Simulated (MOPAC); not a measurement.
MOPAC input (PM3):

```
PM3 1SCF GEO-OK AUX(PRECISION=9) THREADS=1
H2Cl2S2Si

S     1.88724500 1    0.07423600 1   -0.95279800 1
Si   -0.00395900 1    0.00353300 1    0.00235500 1
S    -1.18920400 1   -1.47986600 1   -0.94769300 1
Cl    0.12018700 1   -0.41071100 1    2.01245200 1
Cl   -0.77769800 1    1.89262800 1   -0.18801100 1
H     2.16410500 1   -1.21477200 1   -0.68215800 1
H    -2.09965500 1   -1.53717900 1    0.04153500 1
```

From the output:

```
                                                       MOPAC v23.2.5 Linux

          FINAL HEAT OF FORMATION =        -88.42884 KCAL/MOL =    -369.98628 KJ/MOL

          COSMO AREA              =        155.12 SQUARE ANGSTROMS
          COSMO VOLUME            =        156.10 CUBIC ANGSTROMS

          IONIZATION POTENTIAL    =         10.069489 EV
          HOMO LUMO ENERGIES (EV) =        -10.069 -2.728
          NO. OF FILLED LEVELS    =         16
          MOLECULAR WEIGHT        =        165.1273         POINT GROUP:  C1

          MOLECULAR DIMENSIONS (Angstroms)

            Atom       Atom       Distance
            H     7    S     1     4.41370
            H     6   Cl     5     3.98545
            S     3   Cl     4     3.22984

          SCF CALCULATIONS        =          1

   ATOM   CHEMICAL          X               Y               Z
  NUMBER   SYMBOL      (ANGSTROMS)     (ANGSTROMS)     (ANGSTROMS)

     1       S          1.88724500  *   0.07423600  *  -0.95279800  *
     2      Si         -0.00395900  *   0.00353300  *   0.00235500  *
     3       S         -1.18920400  *  -1.47986600  *  -0.94769300  *
     4      Cl          0.12018700  *  -0.41071100  *   2.01245200  *
     5      Cl         -0.77769800  *   1.89262800  *  -0.18801100  *
     6       H          2.16410500  *  -1.21477200  *  -0.68215800  *
     7       H         -2.09965500  *  -1.53717900  *   0.04153500  *

                             CARTESIAN COORDINATES

   1    S        1.887245000     0.074236000    -0.952798000
   2   Si       -0.003959000     0.003533000     0.002355000
   3    S       -1.189204000    -1.479866000    -0.947693000
   4   Cl        0.120187000    -0.410711000     2.012452000
   5   Cl       -0.777698000     1.892628000    -0.188011000
   6    H        2.164105000    -1.214772000    -0.682158000
   7    H       -2.099655000    -1.537179000     0.041535000

           Empirical Formula: H2 S2 Si Cl2  =     7 atoms

      MOLECULAR POINT GROUP   :   C1

                  EIGENVALUES
 -56.01439 -55.52061 -27.59120 -26.99584 -16.32399 -15.32878 -14.89492 -13.66646
 -12.85980 -12.38053 -11.44223 -11.28054 -11.08596 -10.73054 -10.15882 -10.06949
  -2.72784  -1.95329  -1.03873  -0.69277   0.51881   0.54258

              NET ATOMIC CHARGES AND DIPOLE CONTRIBUTIONS

  ATOM NO.   TYPE          CHARGE      No. of ELECS.   s-Pop       p-Pop
    1          S          -0.160746        6.1607     1.90826     4.25249
    2         Si           0.834889        3.1651     0.96275     2.20236
    3          S          -0.216277        6.2163     1.91051     4.30577
    4         Cl          -0.297500        7.2975     1.97229     5.32521
    5         Cl          -0.243555        7.2436     1.97171     5.27184
    6          H           0.041404        0.9586     0.95860
    7          H           0.041784        0.9582     0.95822
 DIPOLE           X         Y         Z       TOTAL
 POINT-CHG.     0.509    -0.683    -1.054     1.355
 HYBRID        -0.792    -0.927     1.678     2.074
 SUM           -0.283    -1.611     0.624     1.750

          ATOMIC ORBITAL ELECTRON POPULATIONS

     Atom    s        px        py        pz
    1  S   1.90826   1.36674   1.14432   1.74143
    2 Si   0.96275   0.80372   0.71546   0.68318
    3  S   1.91051   1.36505   1.60620   1.33451
    4 Cl   1.97229   1.94637   1.93063   1.44820
    5 Cl   1.97171   1.86254   1.46596   1.94335
    6  H   0.95860
    7  H   0.95822

 **********************
 *                    *
 * JOB ENDED NORMALLY *
 *                    *
 **********************

 == MOPAC DONE ==
```

The geometry given is a B3LYP-D3(BJ)/def2-TZVP minimum.
